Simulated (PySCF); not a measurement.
Gas-phase reaction: B₃N₃Cl₃H₃ + NH₃ → B₂H₆ + 2 N₂ + BCl₃

Energies from PySCF, thermal terms from the rigid-rotor harmonic-oscillator model, ideal gas at 1 bar. † marks an energy on the PBE0/def2-TZVP geometry and frequencies; other levels use their own. 6-31G* has spherical d functions here. All species are closed-shell singlets. B3LYP is the form with VWN-RPA correlation.

| level | ΔH°(298 K), kJ |
|---|---|
| B3LYP/6-31G* | 650 |
| HF/6-31G* | 613 |
| HF/def2-TZVP† | 620 |
| M06-2X/def2-TZVP† | (withheld) |
| PBE/def2-SVP | (withheld) |
| PBE/def2-TZVP† | 670 |
| PBE0/def2-SVP† | (withheld) |
| PBE0/def2-TZVP | (withheld) |
| LDA/def2-TZVP† | 859 |
| ωB97M-V/def2-TZVP† | 688 |

Task: Some entries are withheld; supply them.

Result: 
- M06-2X/def2-TZVP†, ΔH°(298 K), kJ: 701
- PBE/def2-SVP, ΔH°(298 K), kJ: 718
- PBE0/def2-SVP†, ΔH°(298 K), kJ: 768
- PBE0/def2-TZVP, ΔH°(298 K), kJ: 714
